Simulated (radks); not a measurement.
Values are calculated unless marked as measured or tabulated.
Ionisation of Au2+, [Xe] 4f14 5d9, to Au3+, [Xe] 4f14 5d8, under several functionals. Non-relativistic Kohn-Sham, spin-unpolarised, spherical densities, point nucleus; a radial shooting solver on a logarithmic mesh with Libxc functionals.

| functional | E(Au2+) (hartree) | Exc (hartree) | IE (eV) | -e(HOMO) (eV) | <r> HOMO (bohr) | IE error (eV) |
|---|---|---|---|---|---|---|
| PW91 | -17869.7260 | -342.9207 | 34.865 | 28.190 | 1.474 | +4.865 |
| RPBE | -17868.4763 | -341.6655 | 34.712 | 28.034 | 1.472 | +4.712 |
| exchange-only r2SCAN | -17863.8474 | -337.0534 | 33.833 | 27.175 | 1.469 | +3.833 |
| r2SCAN | -17868.6618 | -341.9051 | 35.045 | 28.358 | 1.465 | +5.045 |
| HCTH/407 | -17879.8056 | -353.3948 | 35.284 | 28.555 | 1.461 | +5.284 |
| XLYP | -17869.7816 | -342.9506 | 34.681 | 28.022 | 1.479 | +4.681 |
| LDA (Slater exchange, VWN5 correlation) | -17859.6978 | -332.8002 | 35.065 | 28.395 | 1.475 | +5.065 |
| LDA (Slater exchange, Perdew-Zunger correlation) | -17859.6707 | -332.7728 | 35.054 | 28.386 | 1.475 | +5.054 |
| Tao-Mo meta-GGA | -17866.3034 | -339.4740 | 34.679 | 27.996 | 1.468 | +4.679 |
| exchange-only B88 | -17864.6757 | -337.8088 | 33.561 | 26.931 | 1.482 | +3.561 |
| SOGGA | -17863.1057 | -336.2454 | 34.701 | 28.027 | 1.472 | +4.701 |

NIST Atomic Spectra Database: 30 eV (theoretical). Closest: exchange-only B88. The Delta-SCF values span 1.72 eV, the total energies 20.13 hartree. The highest occupied level is 5d. Relativity is left out here, which matters for elements this heavy. Spin polarisation and multiplet splitting are left out, so open shells lie too high by an amount that depends on their filling.

Beside tabulated values, note that spin-unpolarised runs miss the spin-polarisation part of the exchange energy of open shells.
